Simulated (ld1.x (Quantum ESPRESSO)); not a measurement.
Sb, TM: configuration errors across variants

ld1.x (Quantum ESPRESSO) 7.5 input, shortened:

```
&input
   title='Sb', zed=51., rel=0, dft='PZ', iswitch=3,
   config='[Kr] 4d10 4f-2 5s2 5p2'
 /
 &inputp
   pseudotype=2, tm=.true., lloc=2,
   nlcc=.true., new_core_ps=.true., rcore=0.60
 /
4
5S  1  0   2.00   0.00  1.70  1.70  0.0
5P  2  1   2.00   0.00  1.75  1.75  0.0
4F  4  3  -2.00  -0.10  1.45  1.45  0.0
4D  3  2  10.00   0.00  0.95  0.95  0.0
 &test
   configts(1)='4d10 5s2 5p2'
 /
```

All-electron excitation energies from the reference (eV): (1) 4d10 5s2 5p3 -8.562; (2) 4d10 5s2 5p1 16.235; (3) 4d10 5s2 5p0 40.925; (4) 4d10 5s0 5p5 5.924; (5) 4d9 5s2 5p4 24.231; (6) 4d9 5s2 5p3 34.056; (7) 4d10 5s2 5p2.5 -5.181; (8) 4d10 5s2 5p2 spin -0.584; (9) 4d10 5s2 5p3 spin -9.644.

Spin tests fill each open shell by Hund’s rule, majority spin first.

1 further variants failed, have other tests or too few solved ones, and are left out.

A true bound ghost makes a file unfit for plane-wave use even where its test errors are small: the radial tests pick states by their node count and pass the ghost by.

Errors AE − PS in meV (a dash: test not solved or not reliable):

```csv
change,(1),(2),(3),(4),(5),(6),(7),(8),(9),bound ghosts
base,+1.1,+2.3,+12,-2.9,-286,-245,+0.3,+1.4,+3.6,"s, p"
wave 5p (bound): rc 1.75 bohr becomes 5p (bound): rc 1.68 bohr,+0.5,+1.9,+12,-3.1,-259,-235,+0.2,+0.1,+0.2,"s, p"
wave 5p (bound): rc 1.75 bohr becomes 5p (bound): rc 1.90 bohr,+1.5,+2.4,+11,-6.4,-325,-267,+0.4,+3.6,+7.9,"s, p"
wave 5p (bound): rc 1.75 bohr becomes 5p (bound): rc 2.10 bohr,+1.6,+2.5,+12,-11,-357,-289,+0.4,+5.9,+12,"s, p"
wave 5p (bound): rc 1.75 bohr becomes 5p (bound): rc 2.30 bohr,+1.6,+2.6,+12,-12,-361,-292,+0.4,+6.2,+12,"s, p"
wave 5p (bound): rc 1.75 bohr becomes 5p (bound): rc 2.52 bohr,+1.5,+2.2,+9.2,-8.7,-347,-280,+0.4,+4.7,+9.8,"s, p"
```

(1) Give the same row for: wave 5p (bound): rc 1.75 bohr becomes 5p (bound): rc 1.48 bohr.

Results:

(1) -3.6, -3.4, -3.6, -46, -210, -233, -1.0, +0.1, -6.9; bound ghosts: s, p.
